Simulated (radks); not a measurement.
The numbers below are computed, except where a source is named.
Q: Radial electron density D(r) = 4 pi r^2 rho(r) of an atom or ion with 52 electrons. Code: a radial shooting solver on a logarithmic mesh with Libxc functionals. Model: Dirac Kohn-Sham, B86b exchange with PBE correlation, spin-unpolarised, spherical densities, point nucleus.

| r (bohr) | D(r) (e/bohr) |
|---|---|
| 0.001191 | 3.291 |
| 0.001376 | 4.192 |
| 0.001589 | 5.323 |
| 0.001835 | 6.735 |
| 0.002119 | 8.484 |
| 0.002448 | 10.63 |
| 0.002804 | 13.10 |
| 0.003239 | 16.22 |
| 0.00374 | 19.94 |
| 0.004319 | 24.31 |
| 0.004988 | 29.33 |
| 0.005761 | 34.99 |
| 0.006653 | 41.20 |
| 0.007684 | 47.78 |
| 0.008874 | 54.46 |
| 0.01025 | 60.87 |
| 0.01184 | 66.55 |
| 0.01367 | 71.00 |
| 0.01579 | 73.77 |
| 0.01823 | 74.57 |
| 0.02105 | 73.42 |
| 0.02432 | 70.81 |
| 0.02786 | 67.85 |
| 0.03217 | 65.50 |
| 0.03716 | 65.37 |
| 0.04291 | 68.49 |
| 0.04956 | 74.92 |
| 0.05723 | 83.35 |
| 0.0661 | 91.18 |
| 0.07633 | 95.33 |
| 0.08816 | 93.71 |
| 0.1018 | 86.62 |
| 0.1176 | 77.25 |
| 0.1358 | 70.42 |
| 0.1568 | 69.78 |
| 0.1811 | 74.89 |
| 0.2092 | 80.70 |
| 0.2416 | 80.42 |
| 0.2768 | 71.29 |
| 0.3196 | 54.75 |
| 0.3691 | 38.46 |
| 0.4263 | 29.32 |
| 0.4923 | 28.67 |
| 0.5686 | 31.90 |
| 0.6566 | 32.89 |
| 0.7583 | 28.92 |
| 0.8758 | 21.69 |
| 1.011 | 14.62 |
| 1.168 | 9.833 |
| 1.349 | 7.285 |
| 1.558 | 5.801 |
| 1.799 | 4.413 |
| 2.078 | 2.913 |
| 2.4 | 1.588 |
| 2.749 | 0.7332 |
| 3.175 | 0.2567 |
| 3.667 | 0.06887 |
| 4.235 | 0.01372 |
| 4.891 | 0.001970 |
| 5.648 | 0.0001997 |

What is the nuclear charge?

A: Z = 56. The innermost maximum, from 1s, lies near gamma/Z bohr with gamma = sqrt(1 - (Z/c)^2) = 0.913, here 0.0163 bohr (found: 0.0179), and its height grows with Z. The density is that of the barium ion Ba4+ in [Kr] 4d10 5s2 5p3.5 4f0.5; the configuration itself is not fixed sharply by these data, and Z only to a few units. D(r) has 4 maxima, at r = 0.0179, 0.0788, 0.225, 0.631 bohr, and minima at 0.0349, 0.148, 0.462 bohr, inside which lie 2.02, 11.23, 28.97 electrons.
